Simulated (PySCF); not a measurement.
# Fine-structure interval of V(18+) by level of theory

V(18+) [He] 2s2 2p1 [2p1/2^1, M_J = 1/2] → V(18+) [He] 2s2 2p1 [2p3/2^1, M_J = 3/2], as a difference of total energies. All numbers are calculated (PySCF 2.14, the two-component X2C-1e Hamiltonian, in an uncontracted even-tempered set (17 s from 4.2 bohr⁻², ratio 2.4; 11 p from 5.4 bohr⁻², ratio 2.4; 5 d from 19 bohr⁻², ratio 2.6; 4 f from 29 bohr⁻², ratio 2.6)). Correlated levels: nothing frozen; the 34 highest virtual spinors dropped. "Screened" scales the spin-orbit matrix elements by Boettger's factors to mimic the two-electron term; Breit and QED terms are absent.

```json
{"method": "GHF (screened spin-orbit)", "fine-structure interval (cm⁻¹)": "72711"}
{"method": "GMP2 (screened spin-orbit)", "fine-structure interval (cm⁻¹)": "71494"}
{"method": "GHF (bare spin-orbit)", "fine-structure interval (cm⁻¹)": "79633"}
```
